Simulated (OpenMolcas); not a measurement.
Ionisation energies of cobalt

```yaml
Program: OpenMolcas
Basis: ANO-RCC-VDZP [5s4p2d1f]
Scalar_Hamiltonian: DKH2, point nucleus
Spin-orbit_coupling: state interaction with AMFI integrals over the reference wave functions, term energies averaged over their components
```

Active shells in each charge state: the valence d shell, with orbitals averaged over the low states. Where CASPT2's correlated closed shells are named, they are those of the first ion.

A. CASSCF
B. SS-CASPT2, IPEA 0.25 Eh, imaginary shift 0.1 Eh (closed shells correlated: 3s 3p)
C. SS-CASPT2, IPEA 0 Eh, imaginary shift 0.1 Eh (closed shells correlated: 3s 3p)
D. SS-CASPT2, IPEA 0.25 Eh, imaginary shift 0.1 Eh (closed shells correlated: none)
E. SS-CASPT2, IPEA 0.25 Eh, imaginary shift 0.1 Eh (closed shells correlated: 2s 2p 3s 3p)

Energies in eV between the lowest computed levels, named as in B; reference values from the NIST Atomic Spectra Database with their kind.

```tsv
From	To	A	B	C	D	E	Spin-orbit share in B	Reference
Co2+ 3d7 4F 9/2	Co3+ 3d6 5D4	31.634	33.823	33.841	33.462	33.830	+0.025	33.500 (semi-empirical)
Co3+ 3d6 5D4	Co4+ 3d5 6S 5/2	49.375	50.968	50.970	50.650	50.973	+0.078	51.270 (semi-empirical)
Co4+ 3d5 6S 5/2	Co5+ 3d4 5D0	78.828	79.490	79.543	79.437	79.485	-0.141	79.500 (semi-empirical)
Co5+ 3d4 5D0	Co6+ 3d3 4F 3/2	102.587	103.000	103.027	102.959	102.993	-0.057	102.000 (semi-empirical)
Co6+ 3d3 4F 3/2	Co7+ 3d2 3F2	129.814	130.020	130.060	130.000	130.004	-0.007	128.900 (semi-empirical)
Co7+ 3d2 3F2	Co8+ 3d 2D 3/2	158.334	158.384	158.424	158.386	158.357	+0.048	157.800 (semi-empirical)
```

The lowest level within the active space need not be the ion's true ground level.
